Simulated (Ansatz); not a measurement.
ClF₃H₂MoO₂, SMILES `[OH][Mo]([OH])([F])([F])([F])[Cl]`, charge 0, multiplicity 1.

**Question.** Give a relaxed structure at PBE0-D4/def2-TZVP (the Gaussian-basis code of Ansatz). (Estimate.)

**Answer.** Ansatz gave: 
Cartesian coordinates in Å:
```
O 0.9592 -1.3603 0.0892
Mo -0.0723 0.1742 0.1845
O -1.3689 -0.4669 -0.9389
F 0.6341 0.9233 -1.3595
F -0.9721 -0.4856 1.6392
F 1.4435 0.8197 1.0578
Cl -0.9955 2.2008 0.6951
H 1.8166 -1.4119 0.5285
H -1.4446 -0.3933 -1.8959
```
This is one stationary point; other conformers may exist.
